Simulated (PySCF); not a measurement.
Where the electron goes

Species: C₇H₇N.
Z-matrix (Å and degrees, PBE0-D3(BJ)/def2-SVP geometry), rows numbered from 1:
```
C 
N   1  1.2727
C   2  1.3767  1  121.01
C   3  1.3496  2  125.72  1   179.85
C   4  1.4947  3  105.65  2   179.89
C   5  1.5199  4  109.14  3    30.08
C   6  1.5150  5   89.67  4   -43.19
C   6  1.4408  5   61.73  4  -100.72
H   1  1.0982  2  119.00  3  -179.88
H   1  1.1058  2  124.31  3     0.01
H   4  1.0884  3  127.09  2    -0.02
H   5  1.0924  4  123.32  3   179.97
H   6  1.0901  5  134.99  8  -127.02
H   7  1.0918  3  124.08  2     0.11
H   8  1.0901  5  135.00  6   126.84
```

Theory: TDDFT PBE0/def2-SVPD, vertical, gas phase, core orbitals frozen in the response (PySCF).

Kohn–Sham orbitals with the atoms that hold most of them (Löwdin shares over 4%, at most four atoms; ? is withheld):

| orbital | ε (eV) | atoms |
| --- | --- | --- |
| HOMO-3 | -8.76 | C7 29%, C8 18%, C6 18%, C5 18% |
| HOMO-2 | -8.37 | C6 25%, C8 25%, N2 13%, C4 7% |
| HOMO-1 | -7.00 | N2 46%, C1 10%, C3 8%, C8 8% |
| HOMO | ? | ? |
| LUMO | -1.15 | ? |
| LUMO+1 | 0.89 | H14 15%, C6 11%, C8 11%, C1 10% |
| LUMO+2 | 1.24 | C3 13%, N2 13%, C8 12%, C1 11% |

Task: Give the leading atoms of the HOMO.

Result: C4 (bonded to 2 C and H) 27%; C3 (bonded to 2 C and N) 23%; C1 (bonded to N and 2 H) 12%; N2 (bonded to 2 C) 8%. By element: carbon 62% or more, nitrogen 8%.

Task: Give the leading atoms of the LUMO.

Result: C1 (bonded to N and 2 H) 29%; C4 (bonded to 2 C and H) 21%; N2 (bonded to 2 C) 19%; C3 (bonded to 2 C and N) 8%. By element: carbon 58% or more, nitrogen 19%.

Task: What is the HOMO energy, and the HOMO–LUMO gap?

Result: ε(HOMO) = -6.14 eV; the gap is 4.99 eV (0.1836 hartree).

Task: The HOMO–LUMO gap is 4.99 eV. Where does the response calculation put the lowest singlet, and from which orbitals?

Result: S1 is at 4.12 eV (f = 0.0003), 0.88 eV below the gap, made of HOMO-1→LUMO (97%). Its leading pair isn't HOMO and LUMO; the energies of that pair differ by 5.85 eV. 

Task: One configuration dominates each of S1, S2, S3 and S4. Which, and how do the shares of the two leading atoms of either orbital change from the occupied to the empty one?

Result: 
- S1 (4.12 eV, f 0.0003), HOMO-1→LUMO (97%): N2 46% → 19%, C1 10% → 29%, C4 at most 8% → 21%
- S2 (4.60 eV, f 0.314), HOMO→LUMO (97%): C4 27% → 21%, C3 23% → 8%, C1 12% → 29%
- S3 (5.82 eV, f 0.0001), HOMO-2→LUMO (90%): C6 25% → at most 9%, C8 25% → at most 9%, C1 at most 7% → 29%, C4 7% → 21%
- S4 (6.04 eV, f 0.0044), HOMO→LUMO+1 (99%): C4 27% → at most 11%, C3 23% → at most 11%, H14 at most 9% → 15%, C6 at most 9% → 11%

One conformer stands for the species.
